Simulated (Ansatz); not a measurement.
Cost and result for the atomization energy of `[SiH3][O][GeH2][O][SiH3]` (13 atoms, 12 bonds).

```xyz
13

Si   -0.4507    1.4516   -1.6967
O     0.0517    1.5927   -0.1433
Ge   -0.3415    0.7713    1.3670
O    -0.3780   -0.9629    1.0460
Si    0.7198   -2.0788    0.5602
H     0.1243    0.2333   -2.3270
H    -1.9356    1.3638   -1.7679
H     0.0099    2.6527   -2.4356
H    -1.7566    1.1499    1.8116
H     0.7915    1.1052    2.3419
H     0.5940   -3.2824    1.4210
H     2.1033   -1.5379    0.6763
H     0.4679   -2.4585   -0.8536
```

The species carries charge 0 and has multiplicity 1. Correlated methods include outer-core shells of Ge, which these sets cover unevenly. Scalar relativity is left out up to krypton. The structure was optimised at the PBE0-D4/def2-TZVP level. It is one conformer, not always the lowest. Program: Ansatz. All runs use 2 threads of an AMD EPYC 7R13 on a shared host and a share of an NVIDIA H100 80 GB. Times are those of one run each, without the atoms' runs, and a repeat can differ threefold. Electronic energies, without spin–orbit coupling; frozen cores. CCSD(T)/CBS adds CCSD(T) − MP2 in def2-TZVPP to the MP2 limit, and its time is that of the two runs behind it. T1 = 0.012. With those shells the extrapolation isn't a true limit. B3LYP takes the VWN-RPA correlation (the form of Gaussian; ORCA's B3LYP/G).

CCSD(T)/CBS is a level of theory with its own doubt, some kJ/mol a heavy atom from the limit and from the frozen cores, so smaller differences don't rank the functionals.

| level | functions | wall time | atomization (kcal/mol) | difference from CCSD(T)/CBS | per bond |
| --- | --- | --- | --- | --- | --- |
| B3LYP-D4/def2-TZVPP (with forces) | 306 | 2.9 s | 1009.5 | -12.0 | -1.0 |
| PBE0-D4/def2-TZVPP | 306 | 2.9 s | 993.0 | -28.5 | -2.4 |
| ωB97X-V/def2-TZVPP | 306 | 3.2 s | 1022.6 | 1.1 | 0.1 |
| PBE-D4/def2-TZVPP (with forces) | 306 | 3.3 s | 1002.2 | -19.3 | -1.6 |
| r2SCAN-D4/def2-TZVPP (with forces) | 306 | 4 s | 1012.8 | -8.7 | -0.7 |
| ωB97M-V/def2-TZVPP (with forces) | 306 | 4.4 s | 1013.4 | -8.1 | -0.7 |
| B2PLYP/def2-TZVPP | 306 | 5.5 s | 1001.6 | -19.9 | -1.7 |
| MP2/def2-QZVPP | 583 | 6 s | 1018.7 | -2.8 | -0.2 |
| CCSD(T)/def2-TZVPP | 306 | 11 s | 995.9 | -25.6 | -2.1 |
| CCSD(T)/CBS(def2) | – | 17 s | 1021.5 | 0.0 | 0.0 |

The D4 term adds +12.0 kcal/mol with B3LYP and +6.5 kcal/mol with PBE0; it sums over pairs of atoms, weighted by their polarisabilities, and B3LYP, whose exchange is more repulsive, gets the larger term. From PBE to PBE0 (25 % exact exchange), in def2-TZVPP and without D4, the atomization energy moves by −8.3 kcal/mol: exact exchange takes away binding that semilocal exchange gives to molecules. In def2-TZVPP, CCSD(T) changes the Hartree–Fock value by +244.2 kcal/mol (the triples alone add +11.4 kcal/mol) and MP2 by +251.4 kcal/mol; breaking electron pairs costs correlation energy, which Hartree–Fock lacks.
